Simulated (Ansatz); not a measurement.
C2H6AlNO, SMILES `O[CH]1C[NH][AlH]1`, relaxed with RKS PBE0-D4/def2-TZVP in Ansatz from a PBE-D4/def2-SVP geometry. The force threshold is 0.005 eV/Å; the program also tests the step.

Charge 0, multiplicity 1.

Start:

```xyz
11

O    -0.343   -1.215    1.548
C     0.284   -0.755    0.351
C    -0.785   -0.157   -0.613
N    -0.278    1.198   -0.900
Al    1.128    1.083    0.200
H     0.365   -1.530    2.137
H     0.828   -1.587   -0.161
H    -0.911   -0.772   -1.536
H    -1.762   -0.161   -0.074
H    -0.799    1.769   -1.567
H     2.272    2.127    0.616
```

```csv
step,energy (eV),largest force (eV/Å),largest move (Å)
1,-12298.1432,0.588,0.000
2,-12298.1878,0.324,0.033
3,-12298.1949,0.068,0.021
4,-12298.1953,0.029,0.008
5,-12298.1956,0.021,0.014
6,-12298.1959,0.025,0.027
7,-12298.1960,0.021,0.016
8 (rejected),-12298.1953,0.094,0.009
9,-12298.1961,0.008,0.005
10,-12298.1961,0.011,0.006
11,-12298.1961,0.004,0.004
```

End:

```xyz
11

O    -0.321   -1.178    1.540
C     0.296   -0.756    0.323
C    -0.777   -0.167   -0.623
N    -0.294    1.198   -0.882
Al    1.107    1.062    0.176
H     0.372   -1.444    2.147
H     0.800   -1.603   -0.157
H    -0.872   -0.753   -1.546
H    -1.742   -0.187   -0.103
H    -0.827    1.775   -1.510
H     2.258    2.051    0.636
```

It took 24 s on 4 threads of an Intel Xeon Platinum 8488C on a shared host, with 0.5 GiB of host memory at the peak.
